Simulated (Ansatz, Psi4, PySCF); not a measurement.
C$_{3}$H$_{7}$O, doublet, at a GFN2-xTB geometry. Base run: PBE/def2-SVP in PySCF.

Geometry (Å):
```xyz
11

O      0.0710    -0.6646     0.1911
C     -0.0669     0.6730    -0.0908
C      1.3582    -1.1903     0.0259
C     -1.4455     1.2111    -0.0470
H      0.6886     1.1295    -0.7132
H      1.2930    -2.2551     0.2446
H      1.7184    -1.0494    -1.0002
H      2.0711    -0.7207     0.7140
H     -1.9704     1.0966    -1.0045
H     -2.0165     0.6796     0.7103
H     -1.4269     2.2734     0.1916
```
Charge 0, spin multiplicity 2.
Orbitals are unrestricted.
All else is at PySCF's defaults.

The same geometry, method and basis name were run in Ansatz (a first-principles code) and Psi4 and PySCF, at each program's defaults and at the settings that a row names. The base is PySCF at its defaults. Differences at the defaults can come from grids, fitting, cores and function types together.

```tsv
code and settings	ΔE vs base (mEh)	basis functions	E (Eh)	SCF cycles	dipole (D)
PySCF, defaults (exact integrals, its default grid, spherical functions)	0.000	91	-193.28810	11	1.03
Psi4, defaults (density fitting with its default set, its default grid, spherical functions)	-0.085	91	-193.28819	10	1.03
Ansatz, defaults (factorised integrals, its default grid, spherical functions)	0.001	91	-193.28810	-	-
PySCF, density fitting with def2-universal-jkfit	-0.090	91	-193.28819	11	1.03
PySCF, fine grid	0.002	91	-193.28810	11	1.03
Psi4, exact integrals, spherical functions, fine grid	0.002	91	-193.28810	13	1.03
Ansatz, high accuracy	0.002	91	-193.28810	-	-
```

Open shells are given as the SCF converged; they aren't shown to be the lowest states, and a large step between rows can be another state.
